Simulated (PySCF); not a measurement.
**Nickel: a sound run and one with changed settings**

Sound run: Ni [Ar] 3d8 4s2, Ni⁺ [Ar] 3d9. Calculation: PySCF 2.14, in def2-TZVP; no relativity, point nucleus. The sound run starts from symmetry-adapted Hartree-Fock orbitals and uses a fine grid where one is needed.

Changed run: 26 angular points. This setting is unsound on purpose.

```tsv
species	method	sound run (hartree)	changed run (hartree)	converged
Ni	UHF	-1506.84619	-1506.84619	yes
Ni	PBE0	-1508.02432	-1508.04728	yes
Ni	TPSS	-1508.28761	-1508.33738	yes
Ni⁺	UHF	-1506.56322	-1506.56322	yes
Ni⁺	PBE0	-1507.75810	-1507.76640	yes
Ni⁺	TPSS	-1508.02616	-1508.04407	yes
```

Ionisation energy of Ni:

```json
{"method": "UHF", "sound run (eV)": "7.700", "changed run (eV)": "7.700"}
{"method": "PBE0", "sound run (eV)": "7.244", "changed run (eV)": "7.643"}
{"method": "TPSS", "sound run (eV)": "7.115", "changed run (eV)": "7.981"}
```

A coarse angular grid integrates products of high-l functions wrongly, so density functionals can shift, and the SCF can exploit the error; Hartree-Fock and MP2 need no grid.

For comparison, NIST gives 7.640 eV between the lowest levels.
